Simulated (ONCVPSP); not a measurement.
## Before and after: ONCV potential for Te

```json
{"Element": "tellurium", "Generator": "ONCVPSP 4.0.1", "Type": "optimised norm-conserving Vanderbilt (ONCV)", "Functional": "PBE", "Relativity": "scalar-relativistic", "Frozen core": "[Kr]", "Valence charge": "16", "Reference configuration": "4d10 5s2 5p3 (charge +1)", "Partial waves": "5s: rc 1.85 bohr, ncon 3, nbas 7, qcut 3.8 1/bohr, 1 projector; 5p: rc 2.00 bohr, ncon 4, nbas 7, qcut 3.7 1/bohr, 2 projectors, debl 0.7 Ha; 4d: rc 1.40 bohr, ncon 4, nbas 8, qcut 9.7 1/bohr, 1 projector", "Local potential": "polynomial inside 1.20 bohr (lpopt 5, dvloc0 0 Ha)", "Core correction": "Teter function, fcfact 4, rcfact 1.5"}
```

All-electron outer shells of the reference configuration (PBE, scalar-relativistic, ld1.x):

```csv
shell,level (eV),outermost node (bohr),outermost maximum (bohr)
4s,-173.44,0.38,0.70
4p,-123.46,0.38,0.74
4d,-50.68,0.36,0.81
5s,-23.44,0.91,1.77
5p,-13.68,1.00,2.11
```

Change: all radii but the core radius scaled by about 1.26 (s 2.32, p 2.52, d 1.76 bohr); local potential polynomial inside 1.50 bohr (lpopt 5, dvloc0 0 Ha).

Cutoffs: the cutoffs (Ha) at which the residual kinetic energy of the hardest occupied pseudo-wave falls to 1 and 0.1 mHa per electron; they do not see the model core or the augmentation charge, which bear on the density cutoff. Errors are all-electron minus pseudo energies relative to the spin-unpolarised reference configuration.

Q: What does the change do?

A: The potential gets softer (40 Ha and 45 Ha → 34 Ha and 39 Ha); both files keep a bound ghost (s); the lowest positive-energy flag moves from p at 15.0 eV to p at 70.6 eV; the number of tests with a reliable result goes from 3 to 4; of the 3 tests that both files solve, the error grows in 2 and shrinks in 1 by more than 15 % and 0.3 meV (median size 2.8 → 6.5 meV). A larger radius leaves more room for a smooth pseudo-wave, so fewer plane waves are needed.

| quantity | base | changed |
| --- | --- | --- |
| cutoff, loose | 40 Ha | 34 Ha |
| cutoff, tight | 45 Ha | 39 Ha |
| loose cutoff by channel | s 7.7 Ha, p 7.6 Ha, d 40 Ha | s 5.9 Ha, p 5.7 Ha, d 34 Ha |
| bound ghosts | s | s |
| GHOST(+) flags under 300 eV | p at 15.0 eV | p at 70.6 eV |
| tests with a reliable result | 3 of 4 | 4 of 4 |
| error for 4d10 5s2 5p4, meV [ΔE -9.73 eV] | +2.8 | +1.7 |
| error for 4d10 5s2 5p2, meV [ΔE 17.93 eV] | -3.3 | -6.5 |
| error for 4d10 5s2 5p1, meV [ΔE 44.82 eV] | -1.0 | -21 |
| rms error of d²Exc/dni dnj with the model core, mHa | 0.54 | 0.89 |

 A true bound ghost makes a file unfit for plane-wave use even where its test errors are small: the radial tests pick states by their node count and pass the ghost by.
